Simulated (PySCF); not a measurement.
Species: C8H13N2 (charge +1).
Atom-mapped SMILES: `[CH3:1][n:2]1[c:3]([CH:4]2[CH2:5][CH2:6]2)[cH:7][cH:8][n+:9]1[CH3:10]`

NICS is the negative of the GIAO shielding at a point without a nucleus: at the ring centre (0) and 1 Å above and below it (1); zz is the component along the ring normal. Level: GIAO PBE0/pcSseg-1 (PySCF, non-relativistic, gas phase) on the GFN2-xTB geometry, one conformer.

Ring bond lengths (Å), with Mayer bond orders in brackets: N2–C3 1.347 (1.08), C3–C7 1.400 (1.30), C7–C8 1.376 (1.47), C8–N9 1.336 (1.22), N9–N2 1.353 (1.11); C4–C5 1.517 (0.92), C5–C6 1.483 (0.97), C6–C4 1.517 (0.92).

Task: Give the NICS values of each ring in ppm.

Result: 
```
          ring                                                 type  NICS(0)  NICS(1), two faces  NICS(1)zz, two faces  rms pucker (Å)  centre to ring atoms, mean (Å)
N2–C3–C7–C8–N9  5-membered ring with 2 N; formal bonds all aromatic    -13.4       -10.7 / -10.7         -24.8 / -24.8            0.00                            1.16
      C4–C5–C6       3-membered carbocycle; formal bonds all single    -42.8         -7.7 / -7.2         -23.1 / -23.5            0.00                            0.87
```

Task: What can be read from them?

Result: 
- N2–C3–C7–C8–N9: mean NICS(1)zz -24.8 ppm, shielded, aromatic by this magnetic criterion (flat ring, no four-coordinate atom).
- C4–C5–C6: mean NICS(1)zz -23.3 ppm, shielded. C4, C5, C6 have four or more neighbours; no verdict on aromaticity is drawn. NICS(0) lies 35 ppm below the mean NICS(1).

Task: And the bond-length index? Use HOMA with the parameters of Krygowski (1993).

Result: 
- N2–C3–C7–C8–N9: HOMA 0.93; the largest term is that of N9–N2, α(R − Ropt)² = 0.25. The geometric and the magnetic index point the same way.

Task: At the first NICS(1) probe listed for ring C4–C5–C6, 1 Å off the ring, what do the in-plane components average?

Result: The isotropic value is a third of the trace: (3 × -7.7 − (-23.1))/2 = 0.0 ppm.

The values belong to the conformer `[CH3:1][n:2]1[c:3]([CH:4]2[CH2:5][CH2:6]2)[cH:7][cH:8][n+:9]1[CH3:10]`: N2–C3–C4–C5 -146°.
